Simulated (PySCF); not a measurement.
diethyl sulfide (C₄H₁₀S), singlet, geometry from GFN2-xTB; CASSCF(6,4)/STO-3G (PySCF).

Here is a job for PySCF.
```python
from pyscf import gto, scf, mcscf
import numpy

mol = gto.Mole()
mol.atom = '''
    C     2.560606   -0.007073   -0.238776
    C     1.106287    0.252624   -0.579897
    S     0.038089   -0.230263    0.827561
    C    -1.553677    0.474351    0.280217
    C    -2.193098   -0.309231   -0.850637
    H     2.850382    0.563015    0.640595
    H     3.196441    0.283569   -1.072749
    H     2.716469   -1.062629   -0.029508
    H     0.930452    1.312665   -0.769247
    H     0.802839   -0.330055   -1.450228
    H    -1.374642    1.513101   -0.000620
    H    -2.182362    0.450852    1.169773
    H    -2.314900   -1.350947   -0.563325
    H    -1.582579   -0.265909   -1.749864
    H    -3.172224    0.106516   -1.081247
'''
mol.basis = 'sto-3g'
mol.charge = 0
mol.spin = 0
mol.verbose = 4
mol.build()

mf = scf.RHF(mol)
mf.kernel()
mc = mcscf.CASSCF(mf, 4, 6)
mc.fix_spin_(ss=0.0)
mc.kernel()
occ = numpy.linalg.eigvalsh(mc.fcisolver.make_rdm1(mc.ci, mc.ncas, mc.nelecas))[::-1]
ss = mc.fcisolver.spin_square(mc.ci, mc.ncas, mc.nelecas)[0]
print('natural occupations', occ.round(4), ' <S^2>', round(ss, 4))
```

Task: Predict the main parts of the log of this PySCF run.

Result: 
```
PySCF version 2.14.0

[INPUT] verbose = 4
[INPUT] num. atoms = 15
[INPUT] num. electrons = 50
[INPUT] charge = 0
[INPUT] spin (= nelec alpha-beta = 2S) = 0
[INPUT] symmetry False subgroup None
[INPUT] Mole.unit = angstrom
[INPUT] Symbol           X                Y                Z      unit          X                Y                Z       unit  Magmom
[...]
nuclear repulsion = 236.156183540706
number of shells = 27
number of NR pGTOs = 117
number of NR cGTOs = 39
basis = sto-3g
ecp = {}

******** <class 'pyscf.scf.hf.RHF'> ********
method = RHF
initial guess = minao
damping factor = 0
level_shift factor = 0
DIIS = <class 'pyscf.scf.diis.CDIIS'>
diis_start_cycle = 1
diis_space = 8
diis_damp = 0
SCF conv_tol = 1e-09
SCF conv_tol_grad = None
SCF max_cycles = 50
direct_scf = True
direct_scf_tol = 1e-13
Set gradient conv threshold to 3.16228e-05
Initial guess from minao.
init E= -548.989364041417
[...]
cycle= 1 E= -548.584414139423  delta_E= 0.405  |g|= 0.327  |ddm|= 4.44
[...]
cycle= 2 E= -548.634297140084  delta_E= -0.0499  |g|= 0.0962  |ddm|= 0.669
[...]
cycle= 3 E= -548.637265683571  delta_E= -0.00297  |g|= 0.0212  |ddm|= 0.149
[...]
cycle= 4 E= -548.637495141459  delta_E= -0.000229  |g|= 0.00214  |ddm|= 0.0469
[...]
cycle= 5 E= -548.637497614565  delta_E= -2.47e-06  |g|= 0.000327  |ddm|= 0.00515
[...]
cycle= 6 E= -548.637497677262  delta_E= -6.27e-08  |g|= 7.62e-05  |ddm|= 0.000729
[...]
cycle= 7 E= -548.637497680717  delta_E= -3.46e-09  |g|= 1.21e-05  |ddm|= 0.000178
[...]
cycle= 8 E= -548.637497680824  delta_E= -1.06e-10  |g|= 2.11e-06  |ddm|= 3.5e-05
[...]
Extra cycle  E= -548.637497680828  delta_E= -4.32e-12  |g|= 9.03e-07  |ddm|= 6.02e-06
converged SCF energy = -548.637497680828

******** <class 'pyscf.mcscf.mc1step.CASSCF'> ********
CAS (3e+3e, 4o), ncore = 22, nvir = 13
max_cycle_macro = 50
max_cycle_micro = 4
conv_tol = 1e-07
conv_tol_grad = None
orbital rotation max_stepsize = 0.02
orbital rotation threshold for CI restart = 0.01
augmented hessian ah_max_cycle = 30
augmented hessian ah_conv_tol = 1e-12
augmented hessian ah_linear dependence = 1e-14
augmented hessian ah_level shift = 1e-08
augmented hessian ah_start_tol = 2.5
augmented hessian ah_start_cycle = 3
augmented hessian ah_grad_trust_region = 3
kf_trust_region = 3
kf_interval = 4
ci_response_space = 4
ci_grad_trust_region = 3
with_dep4 0
natorb = False
canonicalization = True
sorting_mo_energy = False
ao2mo_level = 2
internal_rotation = False
[...]
CASCI E = -548.644740463960  S^2 = 0.0000000
[...]
macro iter   3 ( 21 JK    4 micro), CASSCF E = -548.656989621069  dE = -6.02576230e-04  S^2 = 0.0000000
               |grad[o]|=0.00622  |grad[c]|=0.00501  |ddm|=0.00289  |maxRot[o]|=0.103
macro iter   4 (  7 JK    2 micro), CASSCF E = -548.657156780731  dE = -1.67159663e-04  S^2 = 0.0000000
               |grad[o]|=0.00271  |grad[c]|=0.00846  |ddm|=0.0018  |maxRot[o]|=0.0698
macro iter   5 (  7 JK    2 micro), CASSCF E = -548.657294462062  dE = -1.37681330e-04  S^2 = 0.0000000
               |grad[o]|=0.00206  |grad[c]|=0.0077  |ddm|=0.00142  |maxRot[o]|=0.0698
macro iter   6 (  7 JK    2 micro), CASSCF E = -548.657408793536  dE = -1.14331474e-04  S^2 = 0.0000000
               |grad[o]|=0.0017  |grad[c]|=0.0081  |ddm|=0.00108  |maxRot[o]|=0.0698
macro iter   7 (  7 JK    2 micro), CASSCF E = -548.657491201549  dE = -8.24080130e-05  S^2 = 0.0000000
               |grad[o]|=0.00132  |grad[c]|=0.00828  |ddm|=0.00073  |maxRot[o]|=0.0698
macro iter   8 (  7 JK    2 micro), CASSCF E = -548.657537988367  dE = -4.67868185e-05  S^2 = 0.0000000
               |grad[o]|=0.000921  |grad[c]|=0.0083  |ddm|=0.000457  |maxRot[o]|=0.0698
macro iter   9 ( 10 JK    3 micro), CASSCF E = -548.657533241465  dE =  4.74690239e-06  S^2 = 0.0000000
               |grad[o]|=0.000473  |grad[c]|=0.0131  |ddm|=0.00134  |maxRot[o]|=0.0712
macro iter  10 (  7 JK    2 micro), CASSCF E = -548.657542341806  dE = -9.10034180e-06  S^2 = 0.0000000
               |grad[o]|=0.00036  |grad[c]|=0.00088  |ddm|=0.000117  |maxRot[o]|=0.021
macro iter  11 (  6 JK    2 micro), CASSCF E = -548.657548062298  dE = -5.72049112e-06  S^2 = 0.0000000
               |grad[o]|=0.000209  |grad[c]|=0.00216  |ddm|=0.000262  |maxRot[o]|=0.0272
macro iter  12 (  3 JK    1 micro), CASSCF E = -548.657548440807  dE = -3.78509412e-07  S^2 = 0.0000000
               |grad[o]|=5.7e-05  |grad[c]|=0.000304  |ddm|=2.46e-05  |maxRot[o]|=0.00983
macro iter  13 (  1 JK    1 micro), CASSCF E = -548.657548440825  dE = -1.81898940e-11  S^2 = 0.0000000
               |grad[o]|=1.37e-05  |grad[c]|=4.47e-06  |ddm|=2.41e-06  |maxRot[o]|=    0
1-step CASSCF converged in  13 macro (125 JK  31 micro) steps
CASSCF canonicalization
Density matrix diagonal elements [1.9826677  1.98439419 1.99913295 0.03380517]
CASSCF energy = -548.657548440825
CASCI E = -548.657548440825  E(CI) = -9.06902376941923  S^2 = 0.0000000
natural occupations [1.9991 1.999  1.9681 0.0337]  <S^2> 0.0
```
